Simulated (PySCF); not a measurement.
boron oxyfluoride (BFO), SMILES O=BF.

Geometry: PBE-D3(BJ)/def2-TZVP.

Calculation: M06-2X/def2-TZVPD run with PySCF.

Computed frontier levels, gap, dipole moment and polarisability:
```
Item                                                                                                            Value
---------------------------------------------------------------------------------------------  ----------------------
highest occupied level                                                                                      -11.92 eV
lowest empty level                                                                                           -0.54 eV
orbital gap                                                                                                  11.37 eV
dipole moment                                                                                                  2.21 D
quadrupole, principal values (traceless, Buckingham form, about the centre of nuclear charge)   -5.89, 2.95, 2.95 D·Å
mean static polarisability                                                                       16.6 bohr³ (2.47 Å³)
polarisability, principal values                                                               14.2, 14.2, 21.5 bohr³
```
